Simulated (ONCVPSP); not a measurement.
# silicon (Si): one change to an ONCV potential, before and after

Si, optimised norm-conserving Vanderbilt (ONCV), made with ONCVPSP 4.0.1 (Wu-Cohen, scalar-relativistic). Core [Ne], reference 3s2 (charge +2). Waves: 3s: rc 1.75 bohr, ncon 5, nbas 9, qcut 4.4 1/bohr, 2 projectors, debl 1.7 Ha; p scattering state at 0.09 Ha: rc 1.55 bohr, ncon 4, nbas 7, qcut 5.5 1/bohr, 1 projector. Local part: polynomial inside 1.15 bohr (lpopt 4, dvloc0 3 Ha). Core correction: polynomial model core, fcfact 0.4.

In the p channel the program set the typed energies aside and used 0.050 Ha.

Change: local potential polynomial inside 1.15 bohr (lpopt 4, dvloc0 9 Ha).

Cutoffs: the cutoffs (Ha) at which the residual kinetic energy of the hardest occupied pseudo-wave falls to 1 and 0.1 mHa per electron; they do not see the model core or the augmentation charge, which bear on the density cutoff. Errors are all-electron minus pseudo energies relative to the spin-unpolarised reference configuration.

Problem. What does the change do?

Solution. The potential gets neither clearly harder nor softer (8.4 Ha and 15 Ha → 8.4 Ha and 15 Ha); of the 4 tests that both files solve, the error grows in 0 and shrinks in 3 by more than 15 % and 0.3 meV (median size 186.4 → 135.5 meV); the range in which the p phases agree widens (upper end 2.6 → 4.1); neither file shows a bound ghost.

| quantity | base | changed |
| --- | --- | --- |
| cutoff, loose | 8.4 Ha | 8.4 Ha |
| cutoff, tight | 15 Ha | 15 Ha |
| bound ghosts | none | none |
| GHOST(+) flags under 300 eV | none | none |
| error for 3s2 3p2, meV [ΔE -23.71 eV] | +238 | +174 |
| error for 3s2 3p1, meV [ΔE -15.99 eV] | +135 | +97 |
| error for 3s1, meV [ΔE 33.95 eV] | +1.7 | +1.7 |
| error for 3s0 3p4, meV [ΔE -9.95 eV] | +457 | +329 |
| s: phases at 1.78 bohr within 0.05 rad from the reference energy up to (Ha; the scan ends near 5) | 2.9 | 3.2 |
| p: phases at 1.58 bohr within 0.05 rad from the reference energy up to (Ha; the scan ends near 5) | 2.6 | 4.1 |
| rms error of d²Exc/dni dnj with the model core, mHa | 0.04 | 0.04 |
